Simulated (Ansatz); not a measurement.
Ideal-gas functions of CH4AlBOSi (`O=C[SiH]1[BH][AlH]1`) at 600 K and 1 bar, from an Ansatz frequency run at PBE0-D4/def2-TZVP.

Molar mass 97.92 g/mol, point group Cs (symmetry number 1), electronic degeneracy 1, moments of inertia 113.031, 200.962, 313.993 u Å². Harmonic wavenumbers (cm⁻¹, unscaled): 78, 153, 224, 289, 375, 390, 425, 494, 618, 644, 653, 725, 730, 756, 845, 1464, 1636, 1924, 1938, 2224, 2692.

Use S(trans) = R[1.5 ln M + 2.5 ln T − 1.1517]; rotational temperatures θ = 24.2544 K / I; S(rot) = R[ln(√π/σ · √(T³/θAθBθC)) + 1.5]; for each mode x = 1.438777 ν̃/T, S = R[x/(eˣ − 1) − ln(1 − e⁻ˣ)] and H = RT x/(eˣ − 1); 1 cm⁻¹ = 0.0119627 kJ/mol; R = 8.31446 J/(mol·K).

Task: By hand: the entropy, in J/(mol·K).

Result: Translation 180.6. Rotation: θ = 0.2146, 0.1207, 0.0772 K, giving 122.8. Vibration, mode by mode: 22.27, 16.70, 13.58, 11.53, 9.47, 9.17, 8.51, 7.38, 5.77, 5.48, 5.39, 4.69, 4.65, 4.42, 3.73, 1.15, 0.82, 0.47, 0.45, 0.26, 0.10, in all 136.0. Electronic 0.0. Sum 439.4 J/(mol·K).

Task: By hand: H − E and G − E in kJ/mol, counted from the electronic energy.

Result: Zero-point energy ½ × 19277 × 0.0119627 = 115.3; thermal vibration 42.3; translation, rotation and pV give 4 RT = 20.0. H − E = 177.6 kJ/mol, and G − E = 177.6 − 600 × 439.4/1000 = -86.0 kJ/mol.

Vibration gives 31 % of the entropy, 22.3 J/(mol·K) of it from the mode under 150 cm⁻¹: soft modes count most, and the harmonic formula is weakest for them. The sum counts one conformer and one mirror image; others add a mixing term.
